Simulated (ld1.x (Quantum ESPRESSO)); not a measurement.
**Ranking ultrasoft potentials for oxygen**

All share these settings but for the change named:

ld1.x (Quantum ESPRESSO) 7.5 input, shortened:

```
&input
   title='O', zed=8., rel=0, dft='PBE', iswitch=3,
   config='[He] 2s1.5 2p4.5'
 /
 &inputp
   pseudotype=3, tm=.true., lloc=-2, rcloc=0.70,
   nlcc=.true., new_core_ps=.true., rcore=0.45,
   which_augfun='PSQ', rmatch_augfun=0.55
 /
4
2S  1  0   1.50   0.00  0.70  0.95  0.0
2S  1  0   0.00   2.20  0.70  0.95  0.0
2P  2  1   4.50   0.00  1.40  1.65  0.0
2P  2  1   0.00  -0.15  1.40  1.65  0.0
 &test
   configts(1)='2s1.5 2p4.5'
 /
```

Test errors are all-electron minus pseudo excitation energies from the reference, over 2s2 2p4; 2s2 2p3; 2s2 2p2; 2s1 2p5; 2s2 2p0; 2s0 2p6; 2s2 2p1. None of these files shows a bound ghost.

The base gives 76.1 meV.

Of 8 variants that were run, those that failed, showed a ghost or another fault, or gave nearly equal values are left out.

A variant can come out equal or close to the base, since the largest error may sit in a test that the change hardly touches while other tests move.

**Question.** Rank these variants by their largest absolute test error, smallest first.
A. all radii but the core radius scaled by about 1.31 (s 1.24, p 2.16 bohr, rcut 0.92/1.84); local potential all-electron potential smoothed inside 0.92 bohr (lloc = -2); augmentation PSQ, radius 0.72 bohr
B. all radii but the core radius scaled by about 0.86 (s 0.82, p 1.42 bohr, rcut 0.60/1.20); local potential all-electron potential smoothed inside 0.60 bohr (lloc = -2); augmentation PSQ, radius 0.48 bohr
C. all radii but the core radius scaled by about 0.95 (s 0.90, p 1.56 bohr, rcut 0.66/1.32); local potential all-electron potential smoothed inside 0.66 bohr (lloc = -2); augmentation PSQ, radius 0.52 bohr
D. all radii but the core radius scaled by about 1.12 (s 1.06, p 1.84 bohr, rcut 0.78/1.56); local potential all-electron potential smoothed inside 0.78 bohr (lloc = -2); augmentation PSQ, radius 0.62 bohr
E. all radii but the core radius scaled by about 1.04 (s 0.98, p 1.72 bohr, rcut 0.72/1.46); local potential all-electron potential smoothed inside 0.72 bohr (lloc = -2); augmentation PSQ, radius 0.58 bohr

**Answer.** E (55.4 meV), D (69.8 meV), C (94.7 meV), B (126.4 meV), A (285.7 meV).
